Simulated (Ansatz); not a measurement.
One change: `[CH3][Ga]([Cl])[C]#N` becomes `C[O][Ga]([CH3])[Cl]`.

Ansatz, PBE0-D4/def2-TZVP geometries, multiplicity 1. Each molecule was computed in one conformer, which needn't be the lowest.

Scalar relativity is left out up to krypton.

| property | `[CH3][Ga]([Cl])[C]#N` |
| --- | --- |
| HOMO–LUMO gap (ωB97M-V/def2-TZVPP) / eV | 10.94 |
| HOMO energy (PBE0/def2-TZVPP) / eV | -9.07 |
| HOMO energy (PBE/def2-TZVPP) / eV | -7.67 |
| HOMO energy (ωB97M-V/def2-TZVPP) / eV | -11.31 |
| zero-point energy (PBE0-D4/def2-TZVP) / kJ/mol | 118.2 |
| LUMO energy (PBE0/def2-TZVPP) / eV | -2.19 |

**Question.** Give the same properties after the change, and the shifts. (Best estimate.)

**Answer.** The calculation gave: 
```tsv
property	`C[O][Ga]([CH3])[Cl]`	shift
HOMO–LUMO gap (ωB97M-V/def2-TZVPP) / eV	11.47	0.53
HOMO energy (PBE0/def2-TZVPP) / eV	-7.98	1.09
HOMO energy (PBE/def2-TZVPP) / eV	-6.48	1.19
HOMO energy (ωB97M-V/def2-TZVPP) / eV	-10.38	0.93
zero-point energy (PBE0-D4/def2-TZVP) / kJ/mol	207.0	88.8
LUMO energy (PBE0/def2-TZVPP) / eV	-0.59	1.60
```

With PBE0 the HOMO rises by 1.09 eV and the LUMO rises by 1.60 eV, so the gap widens by about 0.51 eV. PBE moves the HOMO by 1.19 eV and ωB97M-V by 0.93 eV. The zero-point energy changes by 88.8 kJ/mol with +9 modes.
